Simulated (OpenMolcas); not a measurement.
## O+: effect of the level shift or regulariser

```
Program             : OpenMolcas
Basis               : ANO-RCC [8s7p4d3f2g]
Scalar Hamiltonian  : DKH2, point nucleus
Active space        : 3 electrons in 9 orbitals (RAS2 2p; RAS3 3s 3d, at most 1 electron)
State averaging     : 2S+1 = 4 odd, 1 root; 2S+1 = 2 odd, 8 roots; 2S+1 = 4 even, 18 roots; 2S+1 = 2 even, 49 roots
Spin-orbit coupling : state interaction with AMFI integrals over the reference wave functions, term energies averaged over their components
```

Methods on the same reference wave functions:
A. RASSCF
B. MS-RASPT2, IPEA 0.25 Eh, imaginary shift 0.1 Eh (closed shells correlated: 1s 2s)
C. MS-RASPT2, IPEA 0.25 Eh, sigma2 regulariser 0.3 Eh (closed shells correlated: 1s 2s)

Energies in cm⁻¹ above 2s² 2p³ ⁴S°_3/2, the measured ground level; measured values from NIST Handbook of Basic Atomic Spectroscopic Data.

```tsv
Level	A	B	C	Measured
2s² 2p³ ⁴S°_3/2	0.0	0.0	0.0	0.0
2s² 2p³ ²D°_3/2	30582	27150	27150	26831
2s² 2p³ ²D°_5/2	30584	27160	27160	26811
2s² 2p³ ²P°_1/2	50644	44600	44600	40470
2s² 2p³ ²P°_3/2	50646	44600	44600	40468
2s² 2p² 3s ⁴P_1/2	183784	185130	185130	185235
2s² 2p² 3s ⁴P_3/2	183893	185230	185240	185341
2s² 2p² 3s ⁴P_5/2	184074	185420	185420	185499
2s² 2p² 3s ²P_1/2	188675	189550	189560	188889
2s² 2p² 3s ²P_3/2	188891	189770	189780	189069
2s² 2p² 3s ²D_5/2	208074	206840	206850	206972
2s² 2p² 3s ²D_3/2	208074	206840	206850	206973
2s² 2p² 3s ²S_1/2	241193	231650	231660	230609
```

Deviations, from unrounded energies. A percentage is the sum of absolute deviations over the sum of measured energies, with the sign that they share, or ± where signs differ.

| Against measurement | Levels | A | B | C |
| --- | --- | --- | --- | --- |
| mean absolute deviation (cm-1) | 12 | 3800 | 990 | 990 |
| other terms of the ground configuration (%) | 4 | +20.7 | +6.6 | +6.6 |
| other configurations (%) | 8 | ±1.1 | ±0.2 | ±0.2 |

B, C lie about equally close to measurement and A furthest from it. The largest miss of B in the table is 2s² 2p³ ²P°_3/2, by +4100 cm-1. The ranking rests on the paired levels alone, and a cruder setting can come out closer through cancelling errors.

Between B and C the level of the table that moves most is 2s² 2p² 3s ²S_1/2, by 7.5 cm-1 (lowest in B, highest in C). Moves below CASPT2's spread within the term are not significant.

The two smallest mean deviations differ by little beside CASPT2's spread within terms, so their order carries little weight.

From A to B the spin-free energies of the other terms of 2s² 2p³ shown, above ⁴S°, scale by factors of 0.88 to 0.89.

The lowest spin-free term lies below A's lowest term by 0.150 hartree in B, 0.150 hartree in C.

CASPT2 breaks the degeneracy within a term, and the mean is taken; among the terms shown or strongly mixed into the levels shown the widest spread is 520 cm-1 (2s² 2p³ ²D°, C). Over all roots computed the reference weight is 0.90 to 0.98 in B; the roots of lowest weight are the least certain, and an intruder state may touch them. ANO sets are built for valence states and can reach diffuse excited orbitals poorly. With the s shell closed, the reference lacks s² → p² mixing. Without dynamic correlation excited terms often stand tens of per cent too high (terms of higher spin than the ground term too low), and those without a measured partner can miss by more than the paired ones (holds for A). Computed and measured levels are paired by configuration, term and J; levels that our copy of the source lacks, or whose pairing is in doubt (as where it misses far off the trend of its configuration), stay unpaired and out of the deviations. Only configurations of the active space appear. The table leaves out levels that lie high or whose names do not pair safely across all columns.

° marks odd parity.
